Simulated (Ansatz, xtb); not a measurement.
Pulling on the C5–H7 bond in C2H5B (SMILES BC=C) (multiplicity 1 held, fragments rigid). Energies count from the point at 1.086 Å.
Geometry at that point (charge 0, multiplicity 1):
```xyz
8

B     -0.19234     0.13481     1.34229
H     -0.50441     1.28521     1.41150
H     -0.13703    -0.51541     2.34022
C      0.12717    -0.46654    -0.03329
C      0.06087     0.27672    -1.14769
H      0.41542    -1.50959    -0.14141
H      0.28057    -0.11862    -2.13458
H     -0.22108     1.32325    -1.10132
```

Restricted levels (R-, RO-) in cc, def2 and unpolarised 6-31G sets keep to the state of the molecule at rest. Unrestricted levels (U-) break spin symmetry where that is lower. Curves can end on different states.

Run with Ansatz (Gaussian orbitals); xtb for the GFN methods.  The GFN methods have no spin term and hold the electronic entropy of 300 K.

Question: One of these levels gives 138.68 kcal/mol for the energy at R = 3.474 Å. Name it.
(A) R-HF/cc-pVTZ
(B) GFN2-xTB
(C) U-B3LYP/cc-pVTZ
(D) R-PBE/cc-pVTZ

Answer: D, R-PBE/cc-pVTZ. The others give 127.57 (GFN2-xTB), 195.15 (R-HF/cc-pVTZ), 115.77 (U-B3LYP/cc-pVTZ)

Doubts at one or more of the structures used: a restricted determinant that unrestricted orbitals would lower (R-HF/cc-pVTZ, R-PBE/cc-pVTZ); a spin-contaminated determinant (U-B3LYP/cc-pVTZ).

Ansatz is a quantum-chemistry and plane-wave program.
